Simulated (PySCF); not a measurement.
[TcF6]-: Tc(V) (d2), charge -1. The structure is a PBE0-D3(BJ)/def2-TZVP geometry optimised for multiplicity 3; coordination octahedral, point group D3d, metal–donor distances 1.87 Å.

The d shell alone is too small an active space for [TcF6]- (an active orbital has only 0.61 squared overlap with the free ion's shell): its levels, fitted parameters, g values and moments show what this model gives and aren't sound predictions.

Method (PySCF 2.14, density fitting): CASSCF(2,5) with orbitals averaged over all microstates of the shell, strongly contracted NEVPT2 on the averaged canonical orbitals; basis x2c-TZVPall on the metal, x2c-SVPall elsewhere; spin-free X2C; IEF-PCM dichloromethane; spin-orbit coupling by state interaction with the mean-field operator over all roots.

CASSCF energies above the lowest CASSCF root:

```json
{"state": "3A2g (from 3T1g)", "CASSCF / cm⁻¹": "0"}
{"state": "3Eg (from 3T1g)", "CASSCF / cm⁻¹": "190"}
{"state": "1Eg (from 1T2g)", "CASSCF / cm⁻¹": "10185"}
{"state": "1A1g (from 1T2g)", "CASSCF / cm⁻¹": "10448"}
{"state": "1Eg", "CASSCF / cm⁻¹": "10942"}
{"state": "1A1g", "CASSCF / cm⁻¹": "24640"}
{"state": "3A1g (from 3T2g)", "CASSCF / cm⁻¹": "35330"}
{"state": "3Eg (from 3T2g)", "CASSCF / cm⁻¹": "35568"}
{"state": "3A2g (from 3T1g)", "CASSCF / cm⁻¹": "44534"}
{"state": "3Eg (from 3T1g)", "CASSCF / cm⁻¹": "44987"}
{"state": "1A1g (from 1T2g)", "CASSCF / cm⁻¹": "45960"}
{"state": "1Eg (from 1T2g)", "CASSCF / cm⁻¹": "46075"}
{"state": "1A2g (from 1T1g)", "CASSCF / cm⁻¹": "49648"}
{"state": "1Eg (from 1T1g)", "CASSCF / cm⁻¹": "49856"}
{"state": "3A2g", "CASSCF / cm⁻¹": "71937"}
{"state": "1Eg", "CASSCF / cm⁻¹": "84148"}
{"state": "1A1g", "CASSCF / cm⁻¹": "97520"}
```

Question: How does dynamic correlation (SC-NEVPT2) move these states?

Answer: 
```csv
state,NEVPT2 / cm⁻¹,shift / cm⁻¹
3A2g (from 3T1g),0,0
3Eg (from 3T1g),250,+60
1Eg (from 1T2g),8686,-1499
1A1g (from 1T2g),9025,-1424
1Eg,8983,-1959
1A1g,20402,-4238
3A1g (from 3T2g),37419,+2088
3Eg (from 3T2g),37635,+2067
3A2g (from 3T1g),43183,-1351
3Eg (from 3T1g),43585,-1402
1A1g (from 1T2g),45909,-50
1Eg (from 1T2g),46022,-54
1A2g (from 1T1g),48125,-1523
1Eg (from 1T1g),48356,-1500
3A2g,75920,+3983
1Eg,84222,+74
1A1g,93058,-4462
```

No frequencies were computed for the optimised geometry. Charge-transfer states lie outside this active space and may come lower than some of these levels. 3Eg (from 3T1g) (250 cm⁻¹) lies within 300 cm⁻¹ of 3A2g (from 3T1g) at NEVPT2 level, inside the method's error: they are parts of one split term, whose order is undecided. NEVPT2 on the d shell alone tends to put d–d bands too high for such charged or covalently bound ions.
